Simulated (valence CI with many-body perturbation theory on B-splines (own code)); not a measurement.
# Sm XIV: calculated level list

Method: valence CI with perturbative core correlation (CI+MBPT): three valence electrons over a frozen Dirac-Fock core [Kr] 4d10, a basis of 7 s, 7 p, 7 d, 7 f, 4 g, 2 h functions for each j, with the one-electron correlation potential Σ1 (screened to all orders), the two-electron term Σ2, the three-electron term Σ3, Breit, model QED; selected single and double excitations, second order for the rest, scaled by the run's own slope (own B-spline code, finite nucleus).

No measured spectrum was set against this ion. As an estimate, terms of the open shell hold to a few per cent of their energy, and close levels can change places; configurations with another count of f electrons can be misplaced by thousands of cm⁻¹.

Levels 46 to 90 of 196, with energies above the lowest level, 4f5s² ²F°_5/2. "Leading %" is the weight of the configuration and term that name the level; weights of strongly mixed levels are sums over their largest components and can fall short. In the jj column 3d3/2^4 stands for four electrons in 3d with j = 3/2. Lifetimes count E1, E2, E3, M1 and M2 decay at the calculated energies, and are blank where another channel may lead or the interval is too uncertain; long ones can be off by a factor of two.

```csv
No.,Configuration,Term,J,E (cm⁻¹),Leading %,Lifetime,Leading jj,Second component
46,4f³,⁴G°,11/2,115610,93,18.3 μs,4f5/2 4f7/2^2 (44 %),7 % 4f³ ²H°
47,4f³,²P°,1/2,117280,94,10.7 μs,4f5/2^2 4f7/2 (53 %),6 % 4f³ ⁴D°
48,4f³,²D°,5/2,118170,97,8.81 μs,4f5/2 4f7/2^2 (71 %),
49,4f³,²P°,3/2,122660,52,9.27 μs,4f7/2^3 (73 %),44 % 4f³ ²D°
50,4f³,⁴D°,3/2,126430,78,6.27 μs,4f5/2^2 4f7/2 (74 %),21 % 4f³ ²D°
51,4f³,²I°,11/2,126520,83,3.36 μs,4f5/2^2 4f7/2 (73 %),16 % 4f³ ²H°
52,4f³,⁴D°,5/2,126640,74,5.61 μs,4f5/2^2 4f7/2 (65 %),22 % 4f³ ²D°
53,4f³,⁴D°,1/2,127700,94,8.37 μs,4f5/2 4f7/2^2 (53 %),6 % 4f³ ²P°
54,4f³,²L°,15/2,127730,95,998 μs,4f5/2 4f7/2^2 (44 %),5 % 4f³ ²K°
55,4f³,²I°,13/2,128950,99,3.13 μs,4f5/2 4f7/2^2 (87 %),
56,4f³,²L°,17/2,130250,100,288 ms,4f5/2 4f7/2^2 (100 %),
57,4f³,⁴D°,7/2,130720,98,6.26 μs,4f5/2 4f7/2^2 (68 %),
58,4f³,²H°,9/2,132790,98,8.03 μs,4f5/2 4f7/2^2 (52 %),
59,4f³,²D°,3/2,134820,79,6.12 μs,4f5/2 4f7/2^2 (69 %),20 % 4f³ ⁴D°
60,4f³,²H°,11/2,135330,82,6.86 μs,4f5/2 4f7/2^2 (50 %),16 % 4f³ ²I°
61,4f³,²D°,5/2,136490,55,7.18 μs,4f5/2 4f7/2^2 (53 %),25 % 4f³ ⁴D°
62,4f³,²F°,5/2,143410,75,5.96 μs,4f7/2^3 (47 %),23 % 4f³ ²D°
63,4f³,²F°,7/2,145730,97,13.4 μs,4f7/2^3 (42 %),
64,4f³,²G°,9/2,158140,99,2.03 μs,4f5/2 4f7/2^2 (63 %),
65,4f³,²G°,7/2,159870,98,1.88 μs,4f5/2 4f7/2^2 (56 %),
66,4f5s5p,⁴G,5/2,170970,57,19.1 ns,4f5/2 5s 5p1/2 (97 %),22 % 4f5s5p ⁴F
67,4f5s5p,⁴F,7/2,177410,43,6.44 ns,4f7/2 5s 5p1/2 (69 %),41 % 4f5s5p ⁴G
68,4f5s5p,⁴F,3/2,180120,75,2.06 ns,4f5/2 5s 5p1/2 (86 %),14 % 4f5s5p ²D
69,4f5s5p,²F,7/2,182150,45,1.58 ns,4f5/2 5s 5p1/2 (60 %),22 % 4f5s5p ⁴D
70,5s²5p,²P°,1/2,183130,98,205 ns,5s^2 5p1/2 (98 %),
71,4f5s5p,⁴F,5/2,183440,39,1.37 ns,4f5/2 5s 5p1/2 (55 %),24 % 4f5s5p ⁴D
72,4f5s5p,⁴F,9/2,187360,46,1.75 ns,4f7/2 5s 5p1/2 (87 %),38 % 4f5s5p ⁴G
73,4f³,²F°,7/2,190740,98,1.04 μs,4f5/2^2 4f7/2 (55 %),
74,4f5s5p,²F,5/2,192180,48,1.30 ns,4f7/2 5s 5p1/2 (51 %),33 % 4f5s5p ²D
75,4f³,²F°,5/2,192950,99,1.28 μs,4f5/2 4f7/2^2 (87 %),
76,4f5s5p,²G,7/2,196050,49,939 ps,4f7/2 5s 5p1/2 (88 %),19 % 4f5s5p ⁴D
77,4f²5p,⁴I°,9/2,215040,61,198 ps,4f5/2^2 5p1/2 (94 %),30 % 4f²5p ²H°
78,4f²5p,⁴H°,7/2,220620,54,184 ps,4f5/2^2 5p1/2 (79 %),30 % 4f²5p ²G°
79,4f²5p,⁴I°,11/2,222950,53,189 ps,4f5/2 4f7/2 5p1/2 (97 %),23 % 4f²5p ⁴H°
80,4f²5p,⁴H°,9/2,223480,40,189 ps,4f5/2 4f7/2 5p1/2 (96 %),24 % 4f²5p ⁴G°
81,4f²5p,⁴G°,5/2,225230,77,189 ps,4f5/2^2 5p1/2 (72 %),17 % 4f²5p ²F°
82,4f5s5p,⁴F,7/2,227790,39,4.72 ns,4f5/2 5s 5p3/2 (93 %),28 % 4f5s5p ⁴G
83,4f²5p,²D°,3/2,227890,47,195 ps,4f5/2^2 5p1/2 (64 %),40 % 4f²5p ⁴F°
84,4f²5p,⁴G°,7/2,228640,45,191 ps,4f5/2 4f7/2 5p1/2 (90 %),16 % 4f²5p ⁴F°
85,4f²5p,⁴G°,11/2,228660,50,187 ps,4f7/2^2 5p1/2 (80 %),30 % 4f²5p ²H°
86,4f5s5p,⁴G,9/2,230180,55,40.0 ns,4f7/2 5s 5p3/2 (57 %),44 % 4f5s5p ⁴F
87,4f²5p,⁴H°,13/2,230390,39,183 ps,4f7/2^2 5p1/2 (72 %),30 % 4f²5p ⁴I°
88,4f5s5p,⁴D,5/2,230540,37,3.88 ns,4f5/2 5s 5p3/2 (96 %),36 % 4f5s5p ⁴F
89,4f²5p,⁴F°,5/2,230650,30,192 ps,4f5/2 4f7/2 5p1/2 (91 %),30 % 4f²5p ²D°
90,4f²5p,²G°,9/2,231580,30,186 ps,4f5/2 4f7/2 5p1/2 (90 %),22 % 4f²5p ⁴G°
```

Names give the largest LS component (configuration and term), which can be under half, so a name can repeat, a term be missing and a line seem to break the LS rules; names also repeat where a configuration has a term twice.

Where two levels of one J and parity lie close, their mixing, g and order are uncertain.
